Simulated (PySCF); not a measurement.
A structure optimised at B3LYP-D3(BJ)/def2-SVP, used in a PySCF frequency run:

```
Hf
I 1 2.7058
I 1 2.7058 2 180.00
```
Charge 0, spin multiplicity 1.

Q: Write its SMILES, formula and point group.

A: [I][Hf][I], HfI₂, D∞h

Q: What are its rotational constants (standard atomic weights)?

A: 0.27196 GHz (linear rotor, B only)
